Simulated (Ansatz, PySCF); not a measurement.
This PySCF input computes a CCSD(T)/cc-pVDZ energy:

```python
from pyscf import gto, scf, mp, cc as ccmod

mol = gto.M(
    atom='''
    C     0.00000000    0.00000000    0.00000000
    H     0.53559480    0.93585773    0.03753667
    H    -1.07886998   -0.00405594   -0.01111717
    H     0.54327518   -0.93180178   -0.02641950
    ''',
    basis='cc-pvdz',
    charge=0,
    spin=1,
    verbose=4,
)

mf = scf.UHF(mol)
mf.conv_tol = 1e-10
mf.max_cycle = 100
mf.kernel()
mo, _, stable, _ = mf.stability(return_status=True)
if not stable:
    mf.kernel(mf.make_rdm1(mo, mf.mo_occ))
mp2 = mp.MP2(mf, frozen=1).run()
cc = ccmod.CCSD(mf, frozen=1)
cc.max_cycle = 100
cc.kernel()
et = cc.ccsd_t()
print(f'E(CCSD(T)) = {cc.e_tot + et:.9f}')
```

**Question.** Write an input for the same energy in Ansatz (a quantum-chemistry and plane-wave program) and say what it gives.

**Answer.** 
Ansatz 0.2 input:
```yaml
crystal:
  periodic: [false, false, false]
  atoms:
    - {symbol: C, position_ang: [0.00000000, 0.00000000, 0.00000000]}
    - {symbol: H, position_ang: [0.53559480, 0.93585773, 0.03753667]}
    - {symbol: H, position_ang: [-1.07886998, -0.00405594, -0.01111717]}
    - {symbol: H, position_ang: [0.54327518, -0.93180178, -0.02641950]}
basis:
  gaussian:
    orbitals: cc-pVDZ
magnetization: {spin_polarized: true, initial_magnetization: 1}
correlation: {method: ccsd_t, electrons: outside_noble_gas}
```
It gives -39.71583 Eh, and PySCF -39.71582 Eh, a difference of 0.01 mEh.
